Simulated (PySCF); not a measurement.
cyclotrisilazane (H9N3Si3), SMILES [SiH2]1N[SiH2]N[SiH2]N1. The structure is a stationary point at PBE0-D3(BJ)/def2-SVP.

Computed equilibrium geometry at PBE0-D3(BJ)/def2-SVP (PySCF confirms it by a frequency run) as a Z-matrix, and its point group:
point group Cs.
```
N
H 1 1.0157
Si 1 1.7452 2 115.32
N 3 1.7352 1 104.44 2 -136.96
H 4 1.0146 3 119.36 1 -153.40
Si 1 1.7452 2 115.32 3 -179.27
N 6 1.7352 1 104.44 2 136.96
H 7 1.0146 6 119.36 1 153.40
Si 4 1.7468 5 118.06 3 -162.06
H 9 1.4914 4 109.87 5 -124.44
H 9 1.4935 10 109.89 4 -119.04
H 6 1.4970 7 115.69 8 -90.70
H 3 1.4970 4 115.69 5 90.70
H 6 1.4985 12 107.27 1 123.46
H 3 1.4985 13 107.27 1 -123.46
```
Charge 0, spin multiplicity 1.
